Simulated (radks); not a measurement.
Task: Valence configurations of the silicon ion Si2+ (all share [Ne]). All-electron calculation, scalar-relativistic Kohn-Sham, PBE, spin-polarised, spherical densities, point nucleus; open shells are filled with parallel spins first. Program: a radial shooting solver on a logarithmic mesh with Libxc functionals. Order these by energy: 3s1 3p1; 3s2; 3p2; 3s1.5 3p0.5.

Result: From the lowest, in eV above it: 3s2 0.000; 3s1.5 3p0.5 3.639; 3s1 3p1 6.566; 3p2 14.769. NIST lists [Ne] 3s2 as the ground configuration; this level of theory agrees among the configurations tried. The energies are those of spherical high-spin densities, not of single terms.
